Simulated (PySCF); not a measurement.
C4H13GeNSi (SMILES CN(C)[SiH2]/C=[CH]/[GeH3]), singlet, geometry from GFN2-xTB; PySCF with CASSCF(8,9)/STO-3G.

PySCF was given this input:
```python
from pyscf import gto, scf, mcscf
import numpy

mol = gto.M(
    atom='''
Si   -1.651570    0.163267   -1.191406
N    -2.924859   -0.159128   -0.073899
C    -3.641771    0.895211    0.596473
C    -2.972503   -1.400233    0.656814
C     0.032508    0.496811   -0.391841
C     1.099227   -0.294357   -0.474980
Ge    2.799819    0.043589    0.402329
H    -1.551360   -1.039792   -2.021381
H    -2.075711    1.356697   -1.926960
H    -3.621944    1.796865   -0.009743
H    -3.210800    1.124550    1.579462
H    -4.683581    0.596060    0.746781
H    -2.477178   -2.181937    0.086728
H    -2.481513   -1.319325    1.635139
H    -4.013771   -1.692171    0.823113
H     0.121220    1.391389    0.219857
H     1.037731   -1.192718   -1.079006
H     2.742973    1.301870    1.208087
H     3.919789    0.178464   -0.581757
H     3.191180   -1.071223    1.323335
''',
    basis='sto-3g',
    charge=0,
    spin=0,
    verbose=4,
)

mf = scf.RHF(mol)
mf.kernel()
mc = mcscf.CASSCF(mf, 9, 8)
mc.fix_spin_(ss=0.0)
mc.kernel()
occ = numpy.linalg.eigvalsh(mc.fcisolver.make_rdm1(mc.ci, mc.ncas, mc.nelecas))[::-1]
ss = mc.fcisolver.spin_square(mc.ci, mc.ncas, mc.nelecas)[0]
print('natural occupations', occ.round(4), ' <S^2>', round(ss, 4))
```

The log (banner, timings and long lists left out):

```
PySCF version 2.14.0

[INPUT] verbose = 4
[INPUT] num. atoms = 20
[INPUT] num. electrons = 90
[INPUT] charge = 0
[INPUT] spin (= nelec alpha-beta = 2S) = 0
[INPUT] symmetry False subgroup None
[INPUT] Mole.unit = angstrom
[INPUT] Symbol           X                Y                Z      unit          X                Y                Z       unit  Magmom
[...]
nuclear repulsion = 566.831859329055
number of shells = 41
number of NR pGTOs = 195
number of NR cGTOs = 65
basis = sto-3g
ecp = {}

******** <class 'pyscf.scf.hf.RHF'> ********
method = RHF
initial guess = minao
damping factor = 0
level_shift factor = 0
DIIS = <class 'pyscf.scf.diis.CDIIS'>
diis_start_cycle = 1
diis_space = 8
diis_damp = 0
SCF conv_tol = 1e-09
SCF conv_tol_grad = None
SCF max_cycles = 50
direct_scf = True
direct_scf_tol = 1e-13
Set gradient conv threshold to 3.16228e-05
Initial guess from minao.
init E= -2546.38696594968
[...]
cycle= 1 E= -2548.19099436719  delta_E= -1.8  |g|= 0.519  |ddm|= 5.23
[...]
cycle= 2 E= -2548.29276020043  delta_E= -0.102  |g|= 0.129  |ddm|= 0.959
[...]
cycle= 3 E= -2548.29846913474  delta_E= -0.00571  |g|= 0.0495  |ddm|= 0.244
[...]
cycle= 4 E= -2548.29939523761  delta_E= -0.000926  |g|= 0.015  |ddm|= 0.0799
[...]
cycle= 5 E= -2548.29949708827  delta_E= -0.000102  |g|= 0.00357  |ddm|= 0.0308
[...]
cycle= 6 E= -2548.29950797481  delta_E= -1.09e-05  |g|= 0.00164  |ddm|= 0.0099
[...]
cycle= 7 E= -2548.29951003676  delta_E= -2.06e-06  |g|= 0.000317  |ddm|= 0.00539
[...]
cycle= 8 E= -2548.29951010324  delta_E= -6.65e-08  |g|= 9.18e-05  |ddm|= 0.000841
[...]
cycle= 9 E= -2548.29951010835  delta_E= -5.11e-09  |g|= 1.47e-05  |ddm|= 0.000254
[...]
cycle= 10 E= -2548.29951010847  delta_E= -1.28e-10  |g|= 2.99e-06  |ddm|= 4.08e-05
[...]
Extra cycle  E= -2548.29951010848  delta_E= -9.55e-12  |g|= 1.27e-06  |ddm|= 6.83e-06
converged SCF energy = -2548.29951010848

******** <class 'pyscf.mcscf.mc1step.CASSCF'> ********
CAS (4e+4e, 9o), ncore = 41, nvir = 15
max_cycle_macro = 50
max_cycle_micro = 4
conv_tol = 1e-07
conv_tol_grad = None
orbital rotation max_stepsize = 0.02
orbital rotation threshold for CI restart = 0.01
augmented hessian ah_max_cycle = 30
augmented hessian ah_conv_tol = 1e-12
augmented hessian ah_linear dependence = 1e-14
augmented hessian ah_level shift = 1e-08
augmented hessian ah_start_tol = 2.5
augmented hessian ah_start_cycle = 3
augmented hessian ah_grad_trust_region = 3
kf_trust_region = 3
kf_interval = 4
ci_response_space = 4
[...]
CASCI E = -2548.33291476446  S^2 = 0.0000000
[...]
               |grad[o]|=0.00693  |grad[c]|=0.00567  |ddm|=0.00204  |maxRot[o]|=0.0306
macro iter  24 ( 21 JK    4 micro), CASSCF E = -2548.40132939552  dE = -9.37509030e-04  S^2 = 0.0000000
               |grad[o]|=0.00697  |grad[c]|=0.00167  |ddm|=0.00147  |maxRot[o]|=0.0479
macro iter  25 ( 21 JK    4 micro), CASSCF E = -2548.40132998447  dE = -5.88953299e-07  S^2 = 0.0000000
               |grad[o]|=0.00456  |grad[c]|=0.00256  |ddm|=0.00132  |maxRot[o]|=0.0214
macro iter  26 ( 21 JK    4 micro), CASSCF E = -2548.40134124310  dE = -1.12586258e-05  S^2 = 0.0000000
               |grad[o]|=0.00458  |grad[c]|=0.00353  |ddm|=0.00108  |maxRot[o]|=0.00762
macro iter  27 ( 21 JK    4 micro), CASSCF E = -2548.40134747288  dE = -6.22977677e-06  S^2 = 0.0000000
               |grad[o]|=0.00454  |grad[c]|=0.00425  |ddm|=0.00104  |maxRot[o]|=0.00649
macro iter  28 ( 21 JK    4 micro), CASSCF E = -2548.40135197792  dE = -4.50504331e-06  S^2 = 0.0000000
               |grad[o]|=0.00454  |grad[c]|=0.0047  |ddm|=0.00101  |maxRot[o]|=0.00411
macro iter  29 (  7 JK    2 micro), CASSCF E = -2548.40198646011  dE = -6.34482193e-04  S^2 = 0.0000000
               |grad[o]|=0.00454  |grad[c]|=0.00341  |ddm|=0.00123  |maxRot[o]|=0.0673
macro iter  30 (  9 JK    4 micro), CASSCF E = -2548.40201652130  dE = -3.00611832e-05  S^2 = 0.0000000
               |grad[o]|=0.00119  |grad[c]|=0.000477  |ddm|=0.000621  |maxRot[o]|=0.0113
macro iter  31 (  6 JK    2 micro), CASSCF E = -2548.40202456526  dE = -8.04396541e-06  S^2 = 0.0000000
               |grad[o]|=0.000527  |grad[c]|=0.000145  |ddm|=0.000117  |maxRot[o]|=0.00746
macro iter  32 (  4 JK    1 micro), CASSCF E = -2548.40202524389  dE = -6.78630840e-07  S^2 = 0.0000000
               |grad[o]|=0.000149  |grad[c]|=9.7e-05  |ddm|=3.57e-05  |maxRot[o]|=0.00288
macro iter  33 (  1 JK    1 micro), CASSCF E = -2548.40202524390  dE = -5.91171556e-12  S^2 = 0.0000000
               |grad[o]|=2.46e-05  |grad[c]|=4.64e-06  |ddm|=    0  |maxRot[o]|=    0
1-step CASSCF converged in  33 macro (615 JK 122 micro) steps
CASSCF canonicalization
Density matrix diagonal elements [1.9788064  1.98083709 1.89693031 1.97573092 0.10397052 0.00667941
 0.01820275 0.01857853 0.02026406]
CASSCF energy = -2548.40202524390
CASCI E = -2548.40202524390  E(CI) = -13.4110092782494  S^2 = 0.0000000
natural occupations [1.9825e+00 1.9786e+00 1.9766e+00 1.8947e+00 1.0520e-01 2.2200e-02
 2.1400e-02 1.7300e-02 1.4000e-03]  <S^2> 0.0
```
